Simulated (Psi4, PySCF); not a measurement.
Input for Psi4:
```
memory 2 GB

molecule {
1 2
C    -1.06388584    1.45690823   -1.06697605
Si   -0.13299615    0.04835905   -0.22346662
C     1.25951677   -0.76400865   -1.35353272
C    -1.17598286   -1.61597947   -0.08841501
Cl    0.65375513    0.46638785    1.57263565
H    -1.46681516    1.16911933   -2.03646840
H    -1.90020482    1.80571732   -0.46111094
H    -0.42194131    2.32283395   -1.22899336
H     1.74584862   -1.58379685   -0.83628964
H     0.82833941   -1.11182989   -2.28480650
H     1.97324999    0.03065881   -1.54527291
H    -1.50789154   -1.92907517   -1.07125381
H    -2.03001358   -1.36973709    0.53421811
H    -0.59035104   -2.40103118    0.37724679
}

set {
  basis 6-31g*
  reference uhf
  freeze_core true
  mp2_type conv
  scf_type pk
  puream true
  d_convergence 1e-8
}

energy('mp2')
print_variables()
```

Question: Give the equivalent PySCF input.

Answer: This is not unique; one that fits is 
```python
from pyscf import gto, scf, mp

mol = gto.Mole()
mol.atom = '''
    C    -1.063886    1.456908   -1.066976
    Si   -0.132996    0.048359   -0.223467
    C     1.259517   -0.764009   -1.353533
    C    -1.175983   -1.615979   -0.088415
    Cl    0.653755    0.466388    1.572636
    H    -1.466815    1.169119   -2.036468
    H    -1.900205    1.805717   -0.461111
    H    -0.421941    2.322834   -1.228993
    H     1.745849   -1.583797   -0.836290
    H     0.828339   -1.111830   -2.284807
    H     1.973250    0.030659   -1.545273
    H    -1.507892   -1.929075   -1.071254
    H    -2.030014   -1.369737    0.534218
    H    -0.590351   -2.401031    0.377247
'''
mol.basis = '6-31g*'
mol.charge = 1
mol.spin = 1
mol.verbose = 4
mol.build()

mf = scf.UHF(mol)
mf.kernel()

pt = mp.MP2(mf, frozen=13)
pt.kernel()
print('E(MP2) = %.10f' % pt.e_tot)
```

Both were run: Psi4 gave -867.560000 Eh and PySCF -867.560000 Eh, 0.000 mEh apart.
